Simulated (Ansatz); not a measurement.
Sn(eta1-allyl)H3 (C3H8Sn). The state is a singlet with charge 0. Geometry PBE-D4/def2-SVP.

```xyz
12

Sn   -1.5798   -1.0535    0.3184
C     0.3019   -0.5040   -0.6836
C     0.6466    0.9200   -0.4124
C     1.5962    1.3538    0.4409
H     0.1350   -0.7002   -1.7627
H     1.0752   -1.2055   -0.3105
H     0.0400    1.6732   -0.9506
H     2.2298    0.6489    1.0059
H     1.7746    2.4280    0.6027
H    -2.8049    0.0890   -0.1172
H    -1.3321   -1.0073    2.0292
H    -2.0824   -2.6423   -0.1602
```

In the def2 sets Sn takes a core potential; there is no spin–orbit coupling.

Question: Estimate the orbital energies around the gap (eV) in Ansatz with LDA (SPW92)/def2-TZVP, PBE-D4/def2-SVP, r2SCAN-D4/def2-TZVPD, ωB97X-V/def2-TZVP, ωB97M-V/def2-TZVP.

Answer: 
```
orbital  LDA (SPW92)/def2-TZVP  PBE-D4/def2-SVP  r2SCAN-D4/def2-TZVPD  ωB97X-V/def2-TZVP  ωB97M-V/def2-TZVP
 HOMO−9                 -13.56           -13.37                -14.25             -18.34             -18.12
 HOMO−8                 -12.65           -12.38                -12.89             -16.95             -16.74
 HOMO−7                 -11.46           -11.27                -11.85             -15.75             -15.58
 HOMO−6                 -10.49           -10.30                -10.81             -14.58             -14.43
 HOMO−5                  -9.43            -9.28                 -9.74             -13.41             -13.26
 HOMO−4                  -8.49            -8.37                 -8.80             -12.40             -12.24
 HOMO−3                  -8.16            -7.95                 -8.31             -11.72             -11.59
 HOMO−2                  -7.76            -7.63                 -8.03             -11.33             -11.15
 HOMO−1                  -7.74            -7.62                 -8.02             -11.32             -11.14
   HOMO                  -5.97            -5.71                 -5.98              -9.03              -8.93
   LUMO                  -1.40            -0.97                 -0.97               1.67               1.36
 LUMO+1                  -0.53            -0.01                 -0.17               2.32               2.03
 LUMO+2                  -0.35             0.22                  0.04               2.66               2.21
 LUMO+3                   0.15             0.59                  0.55               2.78               2.38
 LUMO+4                   0.32             0.83                  0.72               3.10               2.80
 LUMO+5                   1.07             1.69                  1.12               3.93               3.50
```
